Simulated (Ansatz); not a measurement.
H4MoO4S, SMILES `[OH][Mo]([OH])([OH])([OH])=[S]`. Total charge 0; spin multiplicity 1. Mo: def2 effective core potential. The structure was optimised at the PBE0-D4/def2-TZVP level. It is one conformer, not always the lowest.

```xyz
10

O    -0.560    1.451    1.164
Mo   -0.107   -0.264    0.614
O     0.150    0.738   -1.130
O    -1.358   -1.269   -0.351
O     1.702   -0.710    0.421
S    -0.382   -1.276    2.439
H    -0.474    2.040    0.398
H     0.427    0.415   -1.989
H    -1.471   -0.886   -1.230
H     2.072   -0.238   -0.335
```

Problem. What is the dipole moment at PBE/def2-TZVPP? (An estimate is asked.)

Solution. The calculation gave: 3.47 D, with components (0.65, 0.97, -3.27) D in this frame, pointing from negative to positive charge.

Problem. And with r2SCAN, B3LYP, ωB97M-V? (Estimate.)

Solution. Ansatz gave: r2SCAN 3.53 D, B3LYP 3.23 D, ωB97M-V 3.04 D.

Problem. Give the Mulliken charges with PBE, ωB97M-V, B3LYP in def2-TZVPP. (Estimate.)

Solution. Ansatz gave: 
| atom | PBE | ωB97M-V | B3LYP |
| --- | --- | --- | --- |
| O1 | -0.40 | -0.43 | -0.45 |
| Mo2 | 1.16 | 1.23 | 1.35 |
| O3 | -0.55 | -0.59 | -0.60 |
| O4 | -0.40 | -0.43 | -0.45 |
| O5 | -0.40 | -0.43 | -0.45 |
| S6 | -0.21 | -0.12 | -0.20 |
| H7 | 0.23 | 0.23 | 0.23 |
| H8 | 0.17 | 0.16 | 0.17 |
| H9 | 0.20 | 0.19 | 0.20 |
| H10 | 0.20 | 0.19 | 0.20 |

B3LYP here is the variant with VWN-RPA as its local correlation; programs differ in this.
